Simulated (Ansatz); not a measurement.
Species: C$_{4}$H$_{12}$BIN$_{2}$, SMILES `CN(C)B(I)N(C)C` (C–N–B–I torsion 150°, I–B–N–C torsion -24°) (charge 0, multiplicity 1).

Q: Give a relaxed geometry from B3LYP-D3(BJ)/def2-SVP in Ansatz (a program for electronic structure).

A: One answer among several that fit: the end point of this relaxation, one of several conformers (outside a Z-matrix the atoms follow the SMILES, hydrogens last).
Bond lengths (Å): C1–N2 1.454, C1–H9 1.105, C1–H10 1.107, C1–H11 1.096, N2–C3 1.450, N2–B4 1.416, C3–H12 1.096, C3–H13 1.106, C3–H14 1.107, B4–I5 2.228, B4–N6 1.416, N6–C7 1.450, N6–C8 1.454, C7–H15 1.106, C7–H16 1.096, C7–H17 1.107, C8–H18 1.107, C8–H19 1.096, C8–H20 1.105. Bond angles (°): N2–C1–H9 109.9, N2–C1–H10 112.5, N2–C1–H11 110.9, H9–C1–H10 107.2, H9–C1–H11 107.7, H10–C1–H11 108.5, C1–N2–C3 112.6, C1–N2–B4 121.4, C3–N2–B4 125.8, N2–C3–H12 110.9, N2–C3–H13 110.5, N2–C3–H14 111.4, H12–C3–H13 108.3, H12–C3–H14 108.2, H13–C3–H14 107.5, N2–B4–I5 117.8, N2–B4–N6 124.5, I5–B4–N6 117.8, B4–N6–C7 125.8, B4–N6–C8 121.4, C7–N6–C8 112.6, N6–C7–H15 110.5, N6–C7–H16 110.9, N6–C7–H17 111.4, H15–C7–H16 108.3, H15–C7–H17 107.5, H16–C7–H17 108.2, N6–C8–H18 112.5, N6–C8–H19 110.9, N6–C8–H20 109.9, H18–C8–H19 108.5, H18–C8–H20 107.2, H19–C8–H20 107.7.
